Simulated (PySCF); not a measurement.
SMILES Cl[B]B(Cl)Cl (B2Cl3), doublet, CAM-B3LYP/def2-SVP optimised geometry.

```
5

Cl     2.08     0.00     0.00
B      0.40     0.00     0.00
B     -1.20     0.00     0.00
Cl    -2.08     1.53     0.00
Cl    -2.07    -1.53     0.00
```

Density from unrestricted CAM-B3LYP/def2-TZVP (PySCF) at that geometry.

Minimum of the electron density along straight lines between bonded atoms, close to the bond critical point (lines longer than 1.1 times the sum of covalent radii, or with two minima, are not listed):

```csv
bond,length / Å,ρ at the minimum / e bohr⁻³,∇²ρ there / e bohr⁻⁵,position (fraction from the first atom)
Cl1–B2,1.681,0.174,0.04,0.70
B2–B3,1.595,0.177,-0.48,0.63
B3–Cl4,1.766,0.148,-0.03,0.30
B3–Cl5,1.766,0.147,-0.03,0.30
```
